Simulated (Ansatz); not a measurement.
`C=CC[Se]C=C`, charge 0, multiplicity 1.

**Question.** Give a relaxed structure at PBE0-D4/def2-TZVP (Ansatz 0.2.0). (Best estimate.)

**Answer.** The calculation gave: 
Cartesian coordinates in Å:
```
C 0.8915 0.4473 -1.9787
C -0.3175 -0.0183 -1.6883
C -1.2500 0.6293 -0.7387
Se -1.5530 -0.4818 0.8572
C 0.2304 -0.5226 1.4774
C 0.5715 -0.7158 2.7440
H 1.2642 1.3671 -1.5383
H 1.5448 -0.0682 -2.6725
H -0.6619 -0.9461 -2.1382
H -2.2515 0.7369 -1.1606
H -0.8980 1.6087 -0.4152
H 0.9746 -0.4311 0.6914
H 1.6163 -0.7971 3.0228
H -0.1614 -0.8083 3.5377
```
This is one stationary point; other conformers may exist.
